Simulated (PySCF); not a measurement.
Geometry:
```tsv
atom	x (Å)	y (Å)	z (Å)
B1	0.995	-0.192	0.059
B2	-0.684	0.134	-0.072
O3	-1.686	-0.807	0.169
O4	-1.226	1.383	-0.376
H5	1.275	-1.354	-0.316
H6	1.310	-0.106	1.268
H7	1.697	0.629	-0.578
H8	-1.207	-1.621	0.353
H9	-0.457	1.940	-0.530
```

Total charge -1.

Geometry: PBE0-D3(BJ)/def2-SVP; GIAO absolute shieldings from PySCF 2.14, gas phase, non-relativistic, averaged over equivalent atoms.

At PBE0/pcSseg-1 (93 basis functions, 4 s wall time on 1 thread of an Arm Neoverse V2, shared host):
```csv
atoms,σ (ppm)
B2,54.1
B1,154.3
O3/O4,174.1
H8/H9,28.11
H5/H6/H7,31.83
```

Task: Predict the values at wB97X-D/pcSseg-2 on the same geometry.

Result: 
```json
{"atoms": "B2", "σ at wB97X-D/pcSseg-2": "52.7", "change": "-1.4"}
{"atoms": "B1", "σ at wB97X-D/pcSseg-2": "153.5", "change": "-0.8"}
{"atoms": "O3/O4", "σ at wB97X-D/pcSseg-2": "178.2", "change": "+4.1"}
{"atoms": "H8/H9", "σ at wB97X-D/pcSseg-2": "28.15", "change": "+0.04"}
{"atoms": "H5/H6/H7", "σ at wB97X-D/pcSseg-2": "31.74", "change": "-0.09"}
```

The largest change is at O3/O4 (oxygen bonded to B, H). Cost: 214 basis functions, 16 s wall time on 1 thread of an Arm Neoverse V2, shared host.
